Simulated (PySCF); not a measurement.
Telling isomers of C6H9NOSi apart by NMR

Computational details: PBE0/pcSseg-1 with gauge-including orbitals, geometry from GFN2-xTB, in PySCF 2.14.0 with density-fitted response routines (relativity neglected, gas phase, averaged over atoms made equivalent by symmetry, fast rotation or ring inversion, one computed conformer).

Scale: 1H (σ = 31.72 ppm), 13C (σ = 186.93 ppm) vs TMS (reference shieldings calculated alike). Where no couplings were computed, multiplicities follow the n + 1 count of equivalent neighbours, and m marks all less simple cases (inequivalent or close neighbours, rings, F or P nearby). Shifts are as computed. Against solution values, carbons near 30 ppm lie about +3 ppm off and those near 130 ppm about +5 ppm. Of 1309 compounds with measured shifts, 239 miss one by over three times the rms of a fit or turn the order of signals round; such compounds aren't used in these exercises. OH and NH positions are gas-phase values without hydrogen bonding to other molecules.

(1) Tabulate the signals of `N#C/C=C1\C[SiH2]CCO1`, `[SiH3]C/C=N\c1ccco1`, `N#C[Si@@H]1CC[C@]12C[C@H]2O` and their relative energies.

(2) What is the quickest way to tell [SiH3]C/C=N\c1ccco1 from N#C[Si@@H]1CC[C@]12C[C@H]2O?

(3) What is the quickest way to tell N#C/C=C1\C[SiH2]CCO1 from [SiH3]C/C=N\c1ccco1?

(4) What is the quickest way to tell N#C/C=C1\C[SiH2]CCO1 from N#C[Si@@H]1CC[C@]12C[C@H]2O?

Answers

(1) 
| SMILES | carbon types | δC | δH | E rel. (kcal/mol) |
| --- | --- | --- | --- | --- |
| N#C/C=C1\C[SiH2]CCO1 | 2×C 1×CH 3×CH2 | 182.5, 123.1, 78.5, 66.1, 13.4, 9.4 | 4.62 (s, 1H), 4.33 (m, 2H), 4.31 (m, 2H), 2.46 (m, 2H), 1.05 (m, 2H) | 0.0 |
| [SiH3]C/C=N\c1ccco1 | 1×C 4×CH 1×CH2 | 162.5, 162.1, 142.9, 120.1, 118.1, 20.7 | 7.59 (t, 1H), 7.42 (m, 1H), 6.87 (m, 1H), 6.83 (m, 1H), 3.94 (t, 3H), 2.28 (m, 2H) | 11.6 |
| N#C[Si@@H]1CC[C@]12C[C@H]2O | 2×C 1×CH 3×CH2 | 124.8, 60.4, 26.0, 23.2, 16.8, 11.4 | 5.06 (m, 1H), 3.38 (m, 1H), 2.38 (m, 1H), 2.04 (m, 1H), 1.98 (m, 1H), 1.77 (m, 1H), 1.23 (m, 1H), 0.05 (m, 1H), -0.39 (br s, 1H) | 19.7 |

Energies are electronic energies at PBE0/pcSseg-1 on these geometries, without zero-point or thermal terms, each for the one conformer computed, which needn't be the lowest.

(2) Both give the same number of carbon signals, but DEPT or the intensities differ. The first has a C=N carbon (CH) at 162.5 ppm, the second a three-membered-ring carbon (C) at 16.8 ppm. Their most deshielded carbons lie at 162.5 and 124.8 ppm. In the proton spectra the most deshielded non-exchanging signals are 7.59 (t, 1H) and 5.06 (m, 1H).

(3) Both give the same number of carbon signals, but DEPT or the intensities differ. The first has an sp3 CH2 bonded to O at 66.1 ppm, the second a C=N carbon (CH) at 162.5 ppm. Their most deshielded carbons lie at 182.5 and 162.5 ppm. In the proton spectra the most deshielded non-exchanging signals are 4.62 (s, 1H) and 7.59 (t, 1H).

(4) Both give the same number of carbon signals, with the same numbers of each carbon type, so the positions decide. The first has an alkene carbon bearing oxygen (C) at 182.5 ppm, the second a three-membered-ring carbon (C) at 16.8 ppm. Their most deshielded carbons lie at 182.5 and 124.8 ppm. In the proton spectra the most deshielded non-exchanging signals are 4.62 (s, 1H) and 5.06 (m, 1H).
